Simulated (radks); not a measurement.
Ar2+, configuration [Ne] 3s2 3p4 (the NIST ground configuration). Calculated with a radial shooting solver on a logarithmic mesh with Libxc functionals: Dirac Kohn-Sham, LDA (Slater exchange, Perdew-Wang correlation), spin-unpolarised, spherical densities, finite nucleus; open shells are shared between the two j in proportion to 2j + 1; Fermi nuclear charge, rms radius 3.4274 fm.

Radial electron density D(r) = 4 pi r^2 rho(r):

| r (bohr) | D(r) (e/bohr) |
|---|---|
| 0.007247 | 2.024 |
| 0.008171 | 2.484 |
| 0.009213 | 3.035 |
| 0.01031 | 3.644 |
| 0.01162 | 4.410 |
| 0.0131 | 5.305 |
| 0.01477 | 6.339 |
| 0.01665 | 7.518 |
| 0.01878 | 8.839 |
| 0.02117 | 10.29 |
| 0.02368 | 11.75 |
| 0.0267 | 13.39 |
| 0.0301 | 15.05 |
| 0.03394 | 16.67 |
| 0.03827 | 18.15 |
| 0.04315 | 19.41 |
| 0.04865 | 20.34 |
| 0.05441 | 20.83 |
| 0.06135 | 20.89 |
| 0.06917 | 20.45 |
| 0.07799 | 19.56 |
| 0.08794 | 18.33 |
| 0.09915 | 16.97 |
| 0.1118 | 15.72 |
| 0.125 | 14.87 |
| 0.141 | 14.54 |
| 0.159 | 14.91 |
| 0.1792 | 15.96 |
| 0.2021 | 17.49 |
| 0.2278 | 19.14 |
| 0.2569 | 20.46 |
| 0.2873 | 21.00 |
| 0.324 | 20.56 |
| 0.3653 | 18.94 |
| 0.4118 | 16.34 |
| 0.4643 | 13.16 |
| 0.5236 | 9.944 |
| 0.5903 | 7.229 |
| 0.6603 | 5.471 |
| 0.7444 | 4.517 |
| 0.8394 | 4.363 |
| 0.9464 | 4.656 |
| 1.067 | 4.992 |
| 1.203 | 5.054 |
| 1.356 | 4.701 |
| 1.517 | 4.034 |
| 1.711 | 3.108 |
| 1.929 | 2.158 |
| 2.175 | 1.343 |
| 2.452 | 0.7431 |
| 2.765 | 0.3623 |
| 3.117 | 0.1537 |
| 3.486 | 0.06023 |
| 3.931 | 0.01876 |
| 4.432 | 0.004852 |
| 4.997 | 0.001020 |

D(r) has 3 maxima, at r = 0.0585, 0.292, 1.16 bohr, and minima at 0.141, 0.813 bohr, inside which lie 2.17, 10.39 electrons.
